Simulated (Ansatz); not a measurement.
```yaml
crystal:
  periodic: [false, false, false]
  atoms:
    - {symbol: C, position_ang: [-1.564573, 0.529875, -0.299619]}
    - {symbol: Al, position_ang: [0.258972, 0.165088, -0.932063]}
    - {symbol: B, position_ang: [1.755630, -0.618653, 0.433626]}
    - {symbol: O, position_ang: [1.467553, -0.881620, 1.733705]}
    - {symbol: H, position_ang: [-2.289370, -0.067293, -0.865133]}
    - {symbol: H, position_ang: [-1.735415, 0.330261, 0.761969]}
    - {symbol: H, position_ang: [-1.830290, 1.577287, -0.482823]}
    - {symbol: H, position_ang: [0.563005, 0.468303, -2.469397]}
    - {symbol: H, position_ang: [2.898969, -0.864256, 0.143651]}
    - {symbol: H, position_ang: [0.558519, -0.690291, 1.978885]}
basis:
  gaussian: {orbitals: cc-pVTZ}
total_charge: 1
magnetization: {spin_polarized: true, initial_magnetization: 1}
hamiltonian: {xc: {name: BLYP}, dispersion: d4}
accuracy: high
output: {forces: true}
```

```sh
$ ansatz run in.yaml --threads 2 --pin off --events-out ev --progress --plain --max-ram 4352MiB
```

It prints (some lines left out):

```
Functional definition: BLYP
3723 factors; integrals over basis functions are off by at most 1.5e-8 eV
mean field evaluation 1: about -10417.4548 eV, gradient 8.6e1 eV
mean field evaluation 2: about -10213.1429 eV, gradient 1.7e2 eV
mean field evaluation 4: about -10443.1172 eV, gradient 2.8e1 eV
mean field evaluation 8: about -10447.2142 eV, gradient 1.2e0 eV
mean field evaluation 16: about -10447.2235 eV, gradient 5.5e-3 eV
mean field -10447.22352371 eV, -383.9283831139 hartree, gradient 5.9e-8 eV, S^2 0.752699; 3 other end points of the search recorded, 0 dependent functions left out
reference -10447.22358609 eV, -383.9283854062 hartree; 19, 18 occupied and 189, 190 virtual orbitals, 3723 factors
Total energy: -10447.49413337 eV, -383.9383278355 hartree
Atom 0 at    -1.564573     0.529875    -0.299619 Å, force    -0.421411    -0.149317     1.035516 eV/Å
Atom 1 at     0.258972     0.165088    -0.932063 Å, force    -1.081827     0.795364    -1.873959 eV/Å
Atom 2 at     1.755630    -0.618653     0.433626 Å, force     1.199375    -1.160980     3.117093 eV/Å
Atom 3 at     1.467553    -0.881620     1.733705 Å, force     0.209762     0.535425    -2.255381 eV/Å
Atom 4 at    -2.289370    -0.067293    -0.865133 Å, force     0.215017    -0.348834    -0.254852 eV/Å
Atom 5 at    -1.735415     0.330261     0.761969 Å, force    -0.086715     0.004446     0.087685 eV/Å
Atom 6 at    -1.830290     1.577287    -0.482823 Å, force     0.398102     0.271349    -0.117051 eV/Å
Atom 7 at     0.563005     0.468303    -2.469397 Å, force     0.449284    -0.187287     0.222209 eV/Å
Atom 8 at     2.898969    -0.864256     0.143651 Å, force    -0.078116     0.247248    -0.848561 eV/Å
Atom 9 at     0.558519    -0.690291     1.978885 Å, force    -0.803472    -0.007413     0.887299 eV/Å
Dipole moment:    -0.038094     0.008745     0.007746 e Å
```

Hardware: 2 threads of an Arm Neoverse V1 on a shared host. Wall time 27 s, peak host memory 1.1 GiB.
